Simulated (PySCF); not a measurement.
The molecule HfSn, closed-shell singlet (lowest of 2S+1 = 1, 3, 5, 7 at CCSD(T)/def2-TZVPP on PBE0 minima; our sources give no spin for the ground state, which may be another). No spin–orbit coupling.

Seven points along R, fitted to fifth degree in 1/R; most abundant isotopes. In def2 and cc sets the state is the lowest found near the PBE0 minimum, followed along R. The singlet is held restricted.

Rows in LANL2DZ carry no dispersion term and start afresh at each structure. LANL2DZ brings its own core potentials from Na on.

Run with PySCF for LANL2DZ rows. 

Energies at B3LYP/LANL2DZ:

```
R (Å)      E (hartree)
--------  ------------
2.381399  -52.11917704
2.445415  -52.12557736
2.504310  -52.12884579
2.570886  -52.13011634
2.637463  -52.12934880
2.714282  -52.12652496
2.803905  -52.12131722
```

Task: With a reduced mass of 71.9562 u, find the minimum, the force constant and the constants.

Result: A fifth-degree polynomial in 1/R puts the minimum at r_e = 2.5764 Å with force constant 196 N/m. Then ω_e = (1/2πc)√(k/μ) = 215 cm⁻¹ and B_e = h/(8π²cμr_e²) = 0.03529 cm⁻¹; the cubic and quartic terms give α_e = 7.7e-5 and ω_e x_e = 0.36 cm⁻¹.
